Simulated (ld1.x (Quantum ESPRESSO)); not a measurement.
## Pseudopotential generation for Cr: TM, PW91, scalar-relativistic.

* Element: chromium (Cr)
* Generator: ld1.x (Quantum ESPRESSO) 7.5
* Type: norm-conserving Troullier–Martins (Kleinman–Bylander form)
* Functional: PW91
* Relativity: scalar-relativistic
* Frozen core: [Ne]
* Valence charge: 14
* Reference configuration: 3s2 3p6 3d5 4s0 4p0 (charge +1)
* Partial waves: 3p (bound): rc 1.20 bohr; 3d (bound): rc 1.60 bohr; 3s (bound): rc 1.00 bohr
* Local potential: the s channel
* Core correction: none

Problem. Does the generator finish with these settings?

Solution. Yes, a potential is produced.

Problem. Estimate the cutoffs (Ry, on a coarse ladder) from which the occupation-weighted sum of valence levels, in a spherical-Bessel basis at the reference potential, stays within 10 and 1 mRy of its value at 400 Ry.

Solution. 140 Ry and 230 Ry.

Problem. What does a ghost test show?

Solution. No extra level below or beside the all-electron valence levels (p, d, s, f tested).

Problem. Which valence shell sets the plane-wave cutoff?

Solution. 3s: its level needs 160 Ry to come within 1 mRy, against 90 Ry for 3d.

Problem. Tests: 3s2 3p6 3d5 4s1 4p0; 3s2 3p6 3d4 4s0 4p0; 3s2 3p6 3d3 4s0 4p0; 3s2 3p6 3d4 4s2 4p0; 3s2 3p6 3d5 4s0.5 4p0; 3s2 3p6 3d2 4s0 4p0; 3s2 3p6 3d4 4s1 4p1. Which has the largest error in its energy relative to the reference configuration, and how large is it?

Solution. 3s2 3p6 3d2 4s0 4p0, with +356 meV (all-electron minus pseudo) on +95.46 eV.
